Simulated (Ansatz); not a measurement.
Consider the adduct formation: `[CH3][In]([Cl])[Cl]` + PH₃ → `[CH3][In-]([PH3+])([Cl])[Cl]`.

Calculated with Ansatz (gas phase, PBE0-D4/def2-TZVP geometries, no zero-point term in ΔE). CCSD(T)/CBS is the MP2 limit (def2-TZVPP, def2-QZVPP) plus CCSD(T) − MP2 in def2-TZVPP, frozen cores. This one scheme is used for every species. Functionals use def2-TZVPP. def2 core potentials past Kr. For In outer-core shells are correlated without core-valence functions, which leaves a few kJ/mol of doubt a bond. One conformer a species, not always the lowest.

CCSD(T)/CBS gives -61.9 kJ/mol.

(1) Another level gave -57.3 kJ/mol. Which?
A. HF/def2-TZVPP
B. BLYP/def2-TZVPP
C. r2SCAN0/def2-TZVPP
D. revPBE-D4/def2-TZVPP

Largest T1 diagnostic among the species: 0.013.

## Answers

(1) C. r2SCAN0 -57.3, HF/def2-TZVPP -39.5, BLYP -26.2, revPBE-D4 -51.3 kJ/mol.

The D4 term adds −18.7 kJ/mol with B3LYP and −10.6 kJ/mol with PBE0; it sums over pairs of atoms, weighted by their polarisabilities, and B3LYP, whose exchange is more repulsive, gets the larger term. In def2-TZVPP, CCSD(T) changes the Hartree–Fock value by −14.6 kJ/mol (the triples alone add −2.5 kJ/mol) and MP2 by −21.7 kJ/mol. At CCSD(T), def2-SVP lies +12.0 kJ/mol from the extrapolated value and def2-TZVPP +7.7 kJ/mol.

B3LYP here is the variant with VWN-RPA as its local correlation; programs differ in this.
